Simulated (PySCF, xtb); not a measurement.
C₅H₇F, SMILES C=C[C@@H]1C[C@@H]1F.

GFN2-xTB (xtb 6.7.1) at its own geometry gives an orbital gap of 4.99 eV and a dipole moment of 2.14 D.

Coordinates come from a PBE0-D3(BJ)/def2-SVP optimisation. One conformer was computed; it need not be the lowest.

Problem. What does M06-2X/def2-TZVP in PySCF give? (Estimate from the structure and the level; the computed values follow.)

Solution. gap 9.28 eV (levels -8.19 and 1.09 eV), dipole 1.70 D.
